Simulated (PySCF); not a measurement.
An equivalent PySCF input for Se⁺ (selenium, charge +1), [Ar] 3d10 4s2 4p3, high-spin 4S determinant, with scalar relativity by spin-free X2C-1e:

```python
from pyscf import gto, scf, dft, mp, cc
import basis_set_exchange as bse
mol = gto.M(atom="Se 0 0 0", charge=1, spin=3, symmetry="D2h",
            basis=gto.basis.parse(bse.get_basis("x2c-SVPall", elements=["Se"], fmt="nwchem", header=False)),
            nucmod="G")
mf = dft.UKS(mol, xc="LDA,VWN").sfx2c1e()
mf.irrep_nelec = {'Ag': (6, 6), 'B1g': (1, 1), 'B2g': (1, 1), 'B3g': (1, 1), 'B1u': (3, 2), 'B2u': (3, 2), 'B3u': (3, 2)}
mf.kernel()
```

It reaches the same state as the run whose output follows, with an energy that differs only through the grid. The run itself started from symmetry-adapted Hartree-Fock orbitals and held the occupation by maximum overlap, on a logarithmic radial grid, so the iterations belong to that start.

```
SCF conv_tol = 1e-09
number electrons alpha = 18  beta = 15
XC functionals = LDA,VWN
    P. A. M. Dirac.,  Math. Proc. Cambridge Philos. Soc. 26, 376 (1930)
    F. Bloch.,  Z. Phys. 57, 545 (1929)
    S. H. Vosko, L. Wilk, and M. Nusair.,  Can. J. Phys. 58, 1200 (1980)
cycle= 1 E= -2425.43304625879  delta_E= -0.00663  |g|= 0.155  |ddm|= 0.218
cycle= 2 E= -2425.43358998231  delta_E= -0.000544  |g|= 0.136  |ddm|= 0.0846
cycle= 3 E= -2425.43604688361  delta_E= -0.00246  |g|= 0.00348  |ddm|= 0.0581
cycle= 4 E= -2425.43605153155  delta_E= -4.65e-06  |g|= 3.12e-05  |ddm|= 0.00651
cycle= 5 E= -2425.43605153179  delta_E= -2.37e-10  |g|= 1.21e-06  |ddm|= 5.42e-05
converged SCF energy = -2425.43605153179  <S^2> = 3.750264  2S+1 = 4.000132
```
